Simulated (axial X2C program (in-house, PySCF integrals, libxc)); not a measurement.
# Ω levels of IErI from open-shell CI on f12 s0

Computed with an in-house all-electron X2C program for linear molecules (integrals from PySCF): two-component X2C with atomic mean-field Coulomb and Gaunt terms, basis I dyall-v3z, Er dyall-v3z (cores contracted in-house). Orbitals come from Hartree–Fock averaged over the configuration Er f12 s0; CI then distributes these electrons over the f, s shells of Er.

I–Er–I held linear, both bonds 3.001 Å (near the minimum of the configuration average).

Lowest levels of this model:

```csv
Ω,energy (cm⁻¹),g∥,configuration
0,0,0.00,100% f12
1,37,2.36,100% f12
2,150,4.71,100% f12
3,347,7.06,100% f12
4,633,9.39,100% f12
5,1006,11.70,100% f12
6,1445,13.99,100% f12
3,6667,6.81,100% f12
4,6682,9.01,100% f12
2,6687,4.74,100% f12
1,6714,2.71,100% f12
0,6741,0.00,100% f12
0,6775,0.00,100% f12
1,6857,1.50,100% f12
2,7035,3.72,100% f12
3,7292,5.96,100% f12
4,7621,8.17,100% f12
5,8051,10.30,100% f12
0,11404,0.00,100% f12
1,11428,1.90,100% f12
2,11534,3.79,100% f12
3,11759,5.69,100% f12
4,12052,7.65,100% f12
0,14842,0.00,100% f12
0,16273,0.00,100% f12
```

g∥ is the magnitude of 2⟨Lz + ge Sz⟩ for the +Ω component.

This point took 14 s on 1 thread of Arm Neoverse N1 (shared host).

Dynamic correlation is missing, so gaps between terms are too wide and other configurations may lie lower; the lowest level listed is that of this model, not necessarily the ground state. At most 4 roots were kept for each Ω > 0 (twice that for Ω = 0) within 2.2 eV of the lowest, so higher up levels can be missing between those listed; levels with Ω > 0 are doubly degenerate and listed once, Ω = 0 levels singly. States that fill the shells left empty in the average are placed too high. The molecule was held linear; bending was not examined.
